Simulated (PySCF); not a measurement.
B3LYP has the VWN-RPA correlation part, as in Gaussian. Excitations are Tamm–Dancoff values on a coarser integration grid. The basis has no diffuse functions, so Rydberg states are missing or too high.

Cartesian coordinates (Å):
```xyz
13

C      2.6937     0.4912    -0.6750
C      1.3249     0.0006    -0.5988
C      0.1972    -0.4104    -0.5369
C     -1.1839    -0.8741    -0.4573
C     -2.1902     0.2692    -0.2716
H      3.3198    -0.1798    -1.2674
H      3.1395     0.5724     0.3189
H      2.7323     1.4792    -1.1393
H     -1.2789    -1.5833     0.3707
H     -1.4292    -1.4337    -1.3652
H     -3.2074    -0.1223    -0.2173
H     -1.9831     0.8199     0.6465
H     -2.1347     0.9710    -1.1044
```
Charge 0, spin multiplicity 1.

What is the computed S1–T1 gap (TDA), LUMO, total energy, S1 excitation (TDA) and HOMO–LUMO gap (B3LYP-D3(BJ)/def2-TZVP (PySCF))?


The S1–T1 gap (TDA) comes out as 0.99 eV, the LUMO is 0.82 eV and the total energy comes out as -195.3853 Ha. The S1 excitation (TDA) is 6.48 eV and the HOMO–LUMO gap is 7.70 eV.
